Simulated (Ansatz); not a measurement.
`C[S][Ge]([F])([F])[F]`, relaxed with RKS PBE0-D4/def2-TZVP in Ansatz from a PBE-D4/def2-SVP geometry. The force threshold is 0.005 eV/Å; the program also tests the step.

Charge 0, multiplicity 1.

Start:

```xyz
9

C    -1.076   -0.364    1.079
S    -0.163    1.207    0.754
Ge    1.003    0.464   -0.943
F     2.053   -0.862   -0.536
F     1.994    1.705   -1.637
F     0.003   -0.179   -2.215
H    -1.755   -0.137    1.922
H    -0.383   -1.172    1.376
H    -1.674   -0.665    0.199
```

(1) By how much does the energy fall, and how many steps does the optimiser take? (Best estimate.)

(2) Which bonds change most? (Best estimate.)

(3) Give the relaxed structure. (An estimate is asked.)

Answers

(1) Computed: 1.47 kcal/mol, in 8 steps.

(2) Computed: S2–Ge3 from 2.189 to 2.159 Å; Ge3–F6 from 1.740 to 1.713 Å; Ge3–F4 from 1.740 to 1.713 Å; Ge3–F5 from 1.733 to 1.706 Å.

(3) Computed: 
```xyz
9

C    -1.071   -0.364    1.082
S    -0.188    1.185    0.706
Ge    0.990    0.458   -0.951
F     2.012   -0.855   -0.540
F     1.987    1.686   -1.591
F     0.049   -0.151   -2.246
H    -1.718   -0.127    1.926
H    -0.377   -1.150    1.374
H    -1.684   -0.681    0.240
```
